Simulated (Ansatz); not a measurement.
HfI4 (SMILES [I][Hf]([I])([I])[I]), singlet, geometry from GFN2-xTB (such geometries of metal compounds can be far from the true shape) (core potentials on Hf, I), with bond 4-1 at 3.0 times its length; HF/def2-SVP run with Ansatz (a first-principles code).

The Ansatz input:
Ansatz 0.2 input:
```yaml
crystal:
  periodic: [false, false, false]
  atoms:
    - {symbol: Hf, position_ang: [-0.00000000, 0.00000000, -0.00000000]}
    - {symbol: I, position_ang: [2.15787916, -0.67548443, -1.60777706]}
    - {symbol: I, position_ang: [0.88007107, 0.43252268, 2.59539358]}
    - {symbol: I, position_ang: [-3.56642541, 6.93392481, -2.91209808]}
    - {symbol: I, position_ang: [-1.84914175, -2.06834653, -0.01691715]}
basis:
  gaussian:
    orbitals: def2-SVP
hamiltonian:
  xc: hf
scf: {lower_state_search: off}
magnetization: {spin_polarized: true}
```

It wrote (shortened):

```
Functional definition: HF
these checks for a lower state are left out or cut short: stability, starts, cluster_reference, orbital_swaps, neighbouring_geometries, increment
1660 factors; integrals over basis functions are off by at most 3.6e-4 eV
mean field evaluation 1: about -33575.4949 eV, gradient 2.6e1 eV
mean field evaluation 2: about -33575.5968 eV, gradient 2.7e1 eV
mean field evaluation 4: about -33581.2895 eV, gradient 1.0e1 eV
mean field evaluation 8: about -33582.2478 eV, gradient 5.7e0 eV
mean field evaluation 16: about -33582.5208 eV, gradient 6.3e-3 eV
mean field -33582.52084354 eV, -1234.1348779497 hartree, gradient 3.0e-6 eV, S^2 0.000000; 0 other end points of the search recorded, 0 dependent functions left out
reference -33582.52084354 eV, -1234.1348779497 hartree; 56, 56 occupied and 80, 80 virtual orbitals, 1660 factors
Total energy: -33582.52084354 eV, -1234.1348779497 hartree
Checks for a lower state left out: stability, starts, cluster_reference, orbital_swaps, neighbouring_geometries, increment
```
